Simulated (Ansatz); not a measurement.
Relaxation of C2H4BNO (9 atoms, charge 0, multiplicity 1), to a largest force component of 0.015 eV/Å in at most 40 steps.

Theory: RHF/def2-SVP in Ansatz.

```xyz
9
Properties=species:S:1:pos:R:3:forces:R:3
N -0.985 1.307 -0.718 2.87 2.29 1.65
B -0.195 0.218 -0.165 0.73 1.13 -4.02
C 0.122 -0.761 0.899 3.54 -0.75 3.24
C 0.899 -1.062 -0.358 -1.94 2.46 -2.49
O 1.555 -1.782 -1.054 -0.64 0.41 2.18
H -1.080 2.105 0.007 -0.45 -2.22 -1.82
H -0.467 1.760 -1.523 -1.36 -1.19 1.38
H -0.612 -1.466 1.161 -0.99 -1.19 1.14
H 0.851 -0.365 1.734 -1.75 -0.95 -1.26
```

Task: Where does it end, and by what steps?

Result: The forces met the threshold. After 12 steps the energy has fallen by 1.471 eV; N1 moved furthest, 0.32 Å.

| step | energy less start (eV) | largest force component (eV/Å) | accepted |
| --- | --- | --- | --- |
| 0 | 0.0000 | 4.017 | yes |
| 1 | -1.0591 | 2.089 | yes |
| 2 | -1.3401 | 1.513 | yes |
| 3 | -1.4219 | 0.709 | yes |
| 4 | -1.2910 | 1.408 | no |
| 5 | -1.4662 | 0.238 | yes |
| 6 | -1.4686 | 0.131 | yes |
| 7 | -1.3984 | 0.743 | no |
| 8 | -1.4684 | 0.117 | no |
| 9 | -1.4704 | 0.028 | yes |
| 10 | -1.4708 | 0.032 | yes |
| 11 | -1.4710 | 0.018 | yes |
| 12 | -1.4710 | 0.005 | yes |

```xyz
9
Properties=species:S:1:pos:R:3
N -0.689 1.423 -0.655
B -0.081 0.264 -0.241
C 0.173 -0.761 0.932
C 0.802 -0.995 -0.427
O 1.499 -1.776 -0.971
H -1.261 1.980 -0.053
H -0.595 1.780 -1.584
H -0.612 -1.456 1.234
H 0.852 -0.506 1.747
```

Run time: 19 s on 1 thread of Intel(R) Xeon(R) 6975P-C (Granite Rapids), with other jobs on the host, peak memory 0.19 GiB.
